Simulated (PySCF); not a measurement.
Species: C₅H₁₀GeSSi.
Z-matrix (Å and degrees, PBE0-D3(BJ)/def2-SVP geometry), rows numbered from 1:
```
C 
Si  1  1.8816
Ge  2  2.3828  1  111.20
C   2  1.8727  1  110.35  3   120.03
C   4  1.3805  2  128.84  1  -125.02
C   5  1.4216  4  113.71  2   179.35
C   6  1.3711  5  112.27  4     0.02
S   7  1.7133  6  111.42  5     0.06
H   1  1.1005  2  110.59  3   -58.23
H   1  1.1015  2  110.37  3  -177.75
H   1  1.1008  2  111.04  3    62.35
H   2  1.4985  1  108.91  3  -119.56
H   3  1.5421  2  110.43  1   -60.03
H   3  1.5417  2  111.71  1   179.72
H   3  1.5429  2  110.79  1    59.45
H   5  1.0923  4  122.95  2    -0.61
H   6  1.0909  5  124.25  4  -179.92
H   7  1.0897  6  128.10  5  -180.00
```

Linear response at CAM-B3LYP/def2-SVPD (PySCF, frozen core in the response, non-relativistic). Isolated species at its PBE0-D3(BJ)/def2-SVP geometry (one conformer only). The CAM-B3LYP/def2-SVPD calculation is non-relativistic and has no spin–orbit coupling, an omission that weighs most on germanium.

Static isotropic polarisability: 136.44 au (20.22 Å³), principal values 101.0, 142.7, 165.7 au.

What is the polarisability at 1064 nm and at the sodium D line?

138.10 au at 1064 nm (+1.2 %), 142.13 au at 589.3 nm (+4.2 %). The rise at 589.3 nm is 3.42 times that at 1064 nm; a pure ω² law gives 3.26. The lowest singlet lies at 225 nm, shorter than both wavelengths.

What is the isotropic C6 coefficient between two such molecules, C6 = (3/π)∫α(iω)² dω?

6355 au (Eh·bohr⁶) by a ten-point quadrature over imaginary frequencies, which is 3800 eV·Å⁶ or 366 J·nm⁶/mol.

Which effective excitation energy ω̄ makes London's formula C6 = (3/4)α²ω̄ exact here?

ω̄ = 4·C6/(3α²) = 0.455 Eh = 12.4 eV. A one-pole form α(ω) = α/(1 − ω²/ω̄²) fitted to the 1064 nm value gives 10.6 eV.

The lowest 6 singlets have (eV, f): 5.50, 0.187; 5.72, 0.087; 6.38, 0.002; 6.46, 0.001; 6.63, 0.011; 6.68, 0.000. What share of the static polarisability do they carry in the sum over states α = Σ f/ω²?

6.78 au, 5.0 % of α; the largest term, 4.58 au, is that of the state at 5.50 eV. Their oscillator strengths add up to 0.29. Higher states carry the rest.

How anisotropic is the static polarisability, by Δα² = ½[(α1 − α2)² + (α2 − α3)² + (α3 − α1)²]?

Δα = 56.8 au, or 0.42 of the isotropic value.

What does −C6/R⁶ come to at R = 12 Å between centres?

-120 J/mol. This is the leading, orientation-averaged term; C8 and higher terms are left out.

What n − 1 at the D line would an ideal gas of it have at 273.15 K and 1 atm (2.6868 × 10¹⁹ cm⁻³), by n − 1 = 2π·N·α′?

35.55 × 10⁻⁴, a formal value whether or not that pressure can be reached.
